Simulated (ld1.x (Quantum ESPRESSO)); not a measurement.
Zn (Z = 30): excitation energies, all-electron against PAW

```
Element                 : zinc (Zn)
Generator               : ld1.x (Quantum ESPRESSO) 7.5
Type                    : PAW
Functional              : LDA (PZ)
Relativity              : scalar-relativistic
Frozen core             : [Ne] 3s2
Valence charge          : 18
Reference configuration : 3p6 3d10 4s2 4p0
Partial waves           : 4s (bound): rcut 2.00, rcutus 2.50 bohr; 4s channel at 2.4 Ry: rcut 2.00, rcutus 2.50 bohr; 3p (bound): rcut 1.00, rcutus 1.15 bohr; 4p (bound, empty): rcut 1.00, rcutus 1.15 bohr; 3d (bound): rcut 0.75, rcutus 1.00 bohr; 3d channel at 2.85 Ry: rcut 0.75, rcutus 1.00 bohr
Local potential         : all-electron potential smoothed inside 1.85 bohr (lloc = -1)
Core correction         : Bessel-smoothed model core inside 0.60 bohr
Augmentation charge     : PSQ, inside the norm-conserving radii
```

Energies are relative to the spin-unpolarised reference configuration 3p6 3d10 4s2 4p0; without spin polarisation the order of configurations can differ from experiment. Not all tests gave a result: test run stopped at test 8 of 9 (negative rho), 2 before it not solved. Left out of the table: 3p6 3d9 4s0 4p0 (solver errors, printed error -4010 eV); 3p6 3d8 4s0 4p0 (solver errors, printed error -2934 eV).

```json
{"valence configuration": "3p6 3d10 4s0 4p0", "charge": "+2", "ΔE all-electron (eV)": "28.959", "error AE − PS (meV)": "-4.6"}
{"valence configuration": "3p6 3d10 4s1.5 4p0", "charge": "+0.5", "ΔE all-electron (eV)": "4.078", "error AE − PS (meV)": "-0.7"}
{"valence configuration": "3p5 3d10 4s2 4p0", "charge": "+1", "ΔE all-electron (eV)": "91.915", "error AE − PS (meV)": "+153"}
{"valence configuration": "3p6 3d9 4s2 4p1", "charge": "0", "ΔE all-electron (eV)": "12.355", "error AE − PS (meV)": "+95"}
```

What are ΔE and the potential's error for 3p6 3d10 4s1 4p0?

ΔE = 10.190 eV all-electron; the error (AE − PS) is -2.0 meV.
